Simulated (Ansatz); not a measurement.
CH$_{6}$OSSi$_{2}$, SMILES `[SiH3]S[SiH]1CO1`. The species carries charge 0 and has multiplicity 1.

```xyz
11

Si   -0.1039   -0.4475   -2.3786
S    -0.8527    0.8937   -0.8790
Si    0.0990    0.0214    0.7872
C    -0.1738    0.6194    2.4616
O     1.0778    0.9562    1.7338
H    -0.6279    0.0740   -3.6627
H     1.3794   -0.4526   -2.3891
H    -0.5976   -1.8271   -2.1469
H     0.5878   -1.3389    0.4741
H    -0.7913    1.4939    2.6562
H     0.0031    0.0074    3.3435
```

Q: Give the diagnostics of a CCSD(T)/def2-TZVPP run (frozen core, Ansatz). (Best estimate.)

A: Computed: T1 = 0.0134, largest single amplitude 0.023, largest double 0.019, (T) share of the correlation energy 4.2 %, 10 CCSD cycles. The RHF solution is stable towards an unrestricted one. T1 lies under the customary mark of 0.02 for closed shells.
